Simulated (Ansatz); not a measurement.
Species: C10H8BF, SMILES `Bc1ccc2c(F)ccccc1-2` (charge 0, multiplicity 1).

### Question
Give a relaxed geometry from Ansatz (a program for electronic structure) with B3LYP-D3(BJ)/def2-SVP.

### Answer
Several could match; the one computed here: the end point of this relaxation, one of several conformers (outside a Z-matrix the atoms follow the SMILES, hydrogens last).
Bond lengths (Å): B1–C2 1.516, B1–H13 1.209, B1–H14 1.210, C2–C3 1.425, C2–C12 1.439, C3–C4 1.397, C3–H15 1.091, C4–C5 1.413, C4–H16 1.088, C5–C6 1.398, C5–C12 1.477, C6–F7 1.342, C6–C8 1.393, C8–C9 1.398, C8–H17 1.093, C9–C10 1.397, C9–H18 1.094, C10–C11 1.401, C10–H19 1.093, C11–C12 1.393, C11–H20 1.093. Angles (°): C2–B1–H13 119.8, C2–B1–H14 121.9, H13–B1–H14 118.3, B1–C2–C3 125.9, B1–C2–C12 128.0, C3–C2–C12 106.1, C2–C3–C4 111.3, C2–C3–H15 123.8, C4–C3–H15 125.0, C3–C4–C5 107.9, C3–C4–H16 127.2, C5–C4–H16 125.0, C4–C5–C6 125.6, C4–C5–C12 107.6, C6–C5–C12 126.8, C5–C6–F7 115.3, C5–C6–C8 130.1, F7–C6–C8 114.6, C6–C8–C9 128.0, C6–C8–H17 114.3, C9–C8–H17 117.7, C8–C9–C10 129.7, C8–C9–H18 114.8, C10–C9–H18 115.5, C9–C10–C11 128.6, C9–C10–H19 115.6, C11–C10–H19 115.8, C10–C11–C12 129.1, C10–C11–H20 116.1, C12–C11–H20 114.8, C2–C12–C5 107.2, C2–C12–C11 125.2, C5–C12–C11 127.6.
